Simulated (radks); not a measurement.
Question: Spherical jellium clusters: N electrons in a uniform positive sphere of charge N and radius rs N^(1/3), rs = 2.07 bohr. Method: non-relativistic Kohn-Sham, LDA (Slater exchange, Perdew-Wang correlation), spin-polarised, spherical densities; computed with a radial shooting solver with Libxc functionals. Levels are named by radial order and angular momentum (1s, 1p, 1d, 2s, ...), and open shells are averaged over m. At N = 14 the configuration is 1s2 1p6 1d(up 5, down 0) 2s(up 1, down 0). The background grows by one charge. Does electron 15 go into 2s down or 1d down or 2p up?

Answer: Into 1d down. The total energies of the other choices lie higher by 0.577 eV (2s down), 2.61 eV (2p up).
